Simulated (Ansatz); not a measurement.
`[SH][In]([Br])[Br]` and `[Br][In]([Br])[Br]` differ in one atom or group.

Ansatz, PBE0-D4/def2-TZVP geometries, multiplicity 1. Each molecule was computed in one conformer, which needn't be the lowest.

Elements past krypton have def2 core potentials. Scalar relativity is left out up to krypton.

```csv
property,`[SH][In]([Br])[Br]`
HOMO–LUMO gap (B3LYP/def2-TZVPP) / eV,5.08
"ideal-gas entropy at 298 K and 1 bar (rigid rotor, harmonic PBE0-D4/def2-TZVP) / J/(mol·K)",389
HOMO energy (PBE0/def2-TZVPP) / eV,-8.18
size of the dipole moment (B3LYP/def2-TZVPP) / D,1.35
LUMO energy (PBE0/def2-TZVPP) / eV,-2.56
HOMO–LUMO gap (PBE0/def2-TZVPP) / eV,5.62
```

(1) Give the same properties after the change, and the shifts. (Best estimate.)

Results:

(1) Computed: 
```
                                                                                  property  `[Br][In]([Br])[Br]`  shift
                                                     HOMO–LUMO gap (B3LYP/def2-TZVPP) / eV                  5.20   0.12
ideal-gas entropy at 298 K and 1 bar (rigid rotor, harmonic PBE0-D4/def2-TZVP) / J/(mol·K)                   375    -14
                                                        HOMO energy (PBE0/def2-TZVPP) / eV                 -8.75  -0.57
                                          size of the dipole moment (B3LYP/def2-TZVPP) / D                  0.00  -1.35
                                                        LUMO energy (PBE0/def2-TZVPP) / eV                 -2.98  -0.42
                                                      HOMO–LUMO gap (PBE0/def2-TZVPP) / eV                  5.77   0.15
```

With PBE0 the HOMO falls by 0.57 eV and the LUMO falls by 0.42 eV, so the gap widens by about 0.15 eV. PBE moves the HOMO by -0.50 eV and ωB97M-V by -0.60 eV. The zero-point energy changes by -22.5 kJ/mol with -3 modes.

B3LYP here is the variant with VWN-RPA as its local correlation; programs differ in this.

Spin–orbit coupling is left out; it splits and shifts lone-pair levels of the heavy atoms by tenths of an eV.
